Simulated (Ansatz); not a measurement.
MnMe2 (C₂H₆Mn). The state is a doublet with charge 0. Geometry r2SCAN-D4/def2-TZVP; atoms count from 1.

Cartesian coordinates in Å:
```
Mn 0.2103 -0.8783 0.4023
C 1.3300 -0.1334 -0.9851
H 0.9821 0.7999 -1.4285
H 1.3865 -0.9117 -1.7608
H 2.3191 0.0191 -0.5303
C -1.3357 0.1580 0.9791
H -1.2724 0.2062 2.0749
H -2.2171 -0.4251 0.6799
H -1.4027 1.1654 0.5685
```

The charge 0 doublet is spin-contaminated (final ⟨S²⟩ up to 1.96, 0.75 for a pure state). At PBE0-D4/def2-TZVP a sextet of charge 0 lies 2.81 eV below the doublet, each at its own geometry.

Problem. Estimate the Mulliken populations from the PBE0/def2-TZVP orbitals of Ansatz.

Solution. 
```csv
atom,charge (e),spin (α − β),d electrons
Mn1,0.59,1.12,5.47
C2,-0.70,-0.12,–
H3,0.15,0.01,–
H4,0.13,0.02,–
H5,0.13,0.02,–
C6,-0.70,-0.03,–
H7,0.13,-0.01,–
H8,0.13,-0.01,–
H9,0.14,0.00,–
```
Mulliken values depend strongly on the basis.

Problem. Where does the spin sit?

Solution. Summed by element: Mn 1.12, C -0.15, H 0.03, of 1 unpaired in all. Largest on single atoms: Mn1 1.12, C2 -0.12, C6 -0.03.

Problem. And the Mayer bond orders between heavy atoms (over 0.3)?

Solution. Mn1–C2 0.99 (1.93 Å); Mn1–C6 0.98 (1.95 Å).
